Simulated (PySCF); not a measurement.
**Heteronuclear NMR**

Atoms are numbered as in `[O:1]=[C:2]=[N:3][c:4]1[cH:5][cH:6][c:7]([F:8])[cH:9][cH:10]1`. Hydrogens are named by the atom that carries them.

- coordinates at the PBE0-D3(BJ)/def2-TZVP level
- NMR shieldings at B97-2/pcSseg-2/GIAO
- program: PySCF 2.14.0 with density-fitted response routines
- a single conformation, non-relativistic Hamiltonian, gas phase, averaged over atoms made equivalent by symmetry, fast rotation or ring inversion

Problem. Where does ¹⁹F resonate?

Solution. 
| atoms | environment | σ (ppm) | δ (ppm) |
| --- | --- | --- | --- |
| F8 | aryl fluorine | 295.6 | -117.2 |

Shieldings were converted by a linear fit to measured shifts: ¹⁹F (scatter 4.2 ppm rms, 5.7 ppm with the 8 outliers that the fit left out vs CFCl3, solution or neat liquid, with a term for F on sp3 carbon). A few per cent of atoms miss by over 2 rms, more outside the fitted compound classes.

On a 300 MHz spectrometer ¹⁹F resonates near 282.3 MHz, so 1 ppm is 282.3 Hz.

Problem. What are the ¹⁵N shifts?

Solution. 
| atoms | environment | σ (ppm) | δ (ppm) |
| --- | --- | --- | --- |
| N3 | heterocumulene nitrogen | 197.6 | -331.6 |

Shieldings were converted by a linear fit to measured shifts: ¹⁵N: δ = -149.73 − 0.920σ (rms 6.4 ppm, 44 shifts vs CH3NO2, solution or neat liquid). A few per cent of atoms miss by over 2 rms, more outside the fitted compound classes.

On a 300 MHz spectrometer ¹⁵N resonates near 30.4 MHz, so 1 ppm is 30.4 Hz.

Problem. Predict the ¹⁷O NMR data.

Solution. 
| atoms | environment | σ (ppm) | δ (ppm) |
| --- | --- | --- | --- |
| O1 | carbonyl oxygen | 165.8 | 117.0 |

Shieldings were converted by a linear fit to measured shifts: ¹⁷O: δ = 274.03 − 0.947σ (rms 12.2 ppm, 99 shifts vs liquid water, solution or neat liquid). A few per cent of atoms miss by over 2 rms, more outside the fitted compound classes.

On a 500 MHz spectrometer ¹⁷O resonates near 67.8 MHz, so 1 ppm is 67.8 Hz.
